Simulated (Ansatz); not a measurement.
C2HF3O2, charge +1, doublet, at the geometry of the source list (a state made from the parent by changing its charge; the spin is typed, not shown lowest); CAM-B3LYP/pcseg-1 run with Ansatz (a first-principles code).

Ansatz was given this input:
Ansatz 0.2 input:
```yaml
crystal:
  periodic: [false, false, false]
  atoms:
    - {symbol: O, position_ang: [1.24100000, -0.78730000, 0.34200000]}
    - {symbol: C, position_ang: [0.60540000, 0.29700000, -0.04900000]}
    - {symbol: O, position_ang: [1.08720000, 1.34450000, -0.34540000]}
    - {symbol: C, position_ang: [-0.93040000, 0.01890000, -0.07510000]}
    - {symbol: F, position_ang: [-1.37440000, -0.33420000, 1.13520000]}
    - {symbol: F, position_ang: [-1.61140000, 1.09280000, -0.46180000]}
    - {symbol: F, position_ang: [-1.22270000, -0.97700000, -0.91730000]}
    - {symbol: H, position_ang: [2.20530000, -0.65460000, 0.37150000]}
basis:
  gaussian:
    orbitals: pcseg-1.json
    nuclear_model: gaussian
hamiltonian:
  xc: cam_b3lyp
total_charge: 1
magnetization: {spin_polarized: true, initial_magnetization: 1}
```
The basis file holds pcseg-1 in the JSON format of the Basis Set Exchange.

What the program printed (banner, timings and long lists left out):

```
Functional definition: CAM-B3LYP
1004 factors; integrals over basis functions are off by at most 1.0e-3 eV
244 factors; integrals over basis functions are off by at most 1.1e-5 eV
mean field evaluation 1: about -14307.6376 eV, gradient 5.2e1 eV
mean field evaluation 2: about -14301.5148 eV, gradient 7.0e1 eV
mean field evaluation 4: about -14316.0021 eV, gradient 1.5e0 eV
mean field evaluation 8: about -14316.2821 eV, gradient 3.1e-1 eV
mean field evaluation 16: about -14316.2835 eV, gradient 3.2e-3 eV
mean field -14316.28348871 eV, -526.1137142848 hartree, gradient 7.3e-5 eV, S^2 0.756858; 2 other end points of the search recorded, 0 dependent functions left out
reference -14316.28357102 eV, -526.1137173095 hartree; 28, 27 occupied and 75, 76 virtual orbitals, 1004 factors
Total energy: -14316.28357102 eV, -526.1137173095 hartree
```
